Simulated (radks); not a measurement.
The numbers below are computed, except where a source is named.
Valence configurations of O2+ (all share [He]). Code: a radial shooting solver on a logarithmic mesh with Libxc functionals. Model: scalar-relativistic Kohn-Sham, SCAN, spin-unpolarised, spherical densities, finite nucleus; meta-GGA in the generalised Kohn-Sham scheme; Fermi nuclear charge, rms radius 2.6991 fm. Energies are relative to 2s2 2p2; eigenvalues in eV.

| valence | E (eV) | e(2p) | e(2s) |
|---|---|---|---|
| 2s2 2p2 | 0.000 | -43.255 | -59.712 |
| 2s1.5 2p2.5 | 8.252 | -43.153 | -59.634 |
| 2s1 2p3 | 16.476 | -43.055 | -59.453 |
| 2s0.5 2p3.5 | 24.604 | -42.891 | -58.941 |
| 2p4 | 32.462 | -42.584 | - |

NIST lists [He] 2s2 2p2 as the ground configuration; this level of theory agrees among the configurations tried. The energies are those of spherical spin-averaged densities, not of single terms.
